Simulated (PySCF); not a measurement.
Dipole response of Cl (chlorine, neutral)

[Ne] 3s2 3p5, 2P determinant. All numbers are calculated (PySCF 2.14, the non-relativistic Hamiltonian (point nucleus), in aug-cc-pwCVQZ (10s9p7d5f3g, 134 functions)). Coupled (time-dependent) response in atomic units; α is the mean over directions.

| method | mean α (bohr³) | α xx, yy, zz | C₆ (like pair) | S(−4) |
| --- | --- | --- | --- | --- |
| TPSS | 15.32 | 13.91, 16.02, 16.02 | 98.10 | 61.73 |

S(−4) is the Cauchy moment in α(ω) = α(0) + S(−4) ω² + …

Reference α: 14.6 ± 0.1 bohr³ (recommended; Schwerdtfeger and Nagle, table of static dipole polarizabilities (2023 update)). Published C₆: 94.60 (Chu and Dalgarno (2004); Tang, Norbeck and Certain (1976)).

α(iu) at TPSS:

```json
{"u (hartree)": "0", "α(iu) (bohr³)": "15.32"}
{"u (hartree)": "0.0500", "α(iu) (bohr³)": "15.17"}
{"u (hartree)": "0.100", "α(iu) (bohr³)": "14.73"}
{"u (hartree)": "0.200", "α(iu) (bohr³)": "13.29"}
{"u (hartree)": "0.300", "α(iu) (bohr³)": "11.53"}
{"u (hartree)": "0.500", "α(iu) (bohr³)": "8.336"}
{"u (hartree)": "0.750", "α(iu) (bohr³)": "5.600"}
{"u (hartree)": "1.00", "α(iu) (bohr³)": "3.920"}
{"u (hartree)": "1.50", "α(iu) (bohr³)": "2.174"}
{"u (hartree)": "2.00", "α(iu) (bohr³)": "1.371"}
{"u (hartree)": "3.00", "α(iu) (bohr³)": "0.6969"}
{"u (hartree)": "5.00", "α(iu) (bohr³)": "0.2967"}
```

A single London oscillator, α(iu) = α/(1 + u²/ω²), gives C₆ = (3/4) ω α². Matching the computed C₆ needs ω = 4 × 98.10 / (3 × 15.32²) = 0.557 hartree.

The components differ because the open shell of this determinant is not spherical; for a pure term their mean is the scalar polarisability.
